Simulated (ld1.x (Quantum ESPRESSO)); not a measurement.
## u(r) = r·R(r): atom against pseudo-atom (bromine)

Columns: radius, all-electron u(r) and pseudo u(r) of the 4p shell (level -8.60 eV) of bromine in the configuration [Ar] 3d10 4s1 4p6; LDA (PZ), scalar-relativistic, PAW scheme, ld1.x (Quantum ESPRESSO) 7.5.

```tsv
r (bohr)	all-electron	pseudo
0.095	0.2147	0.0091
0.190	0.0324	0.0359
0.285	-0.2239	0.0788
0.380	-0.3425	0.1354
0.475	-0.3214	0.2026
0.570	-0.2126	0.2768
0.665	-0.0632	0.3541
0.760	0.0956	0.4309
0.855	0.2458	0.5038
0.950	0.3782	0.5700
1.045	0.4891	0.6274
1.140	0.5780	0.6746
1.235	0.6460	0.7111
1.330	0.6954	0.7372
1.425	0.7285	0.7535
1.520	0.7478	0.7612
1.615	0.7556	0.7616
1.710	0.7540	0.7559
1.805	0.7448	0.7451
1.900	0.7298	0.7298
1.995	0.7103	0.7103
2.090	0.6874	0.6874
2.185	0.6622	0.6622
2.280	0.6352	0.6352
2.375	0.6073	0.6073
2.470	0.5789	0.5789
```

**Question.** How many radial nodes do the two functions have?

**Answer.** The all-electron 4p function has n − l − 1 = 2; the pseudo-wave has 0, since the states of the same l below it are removed with the core.

**Question.** At about which radius was the pseudo-wave matched?

**Answer.** 1.90 bohr, where the columns begin to agree (steps of 0.10 bohr).

**Question.** Is the pseudo-wave norm-conserving?

**Answer.** No, it belongs to a PAW set: the norm inside the radius is not constrained, and the difference is carried by the augmentation charge.
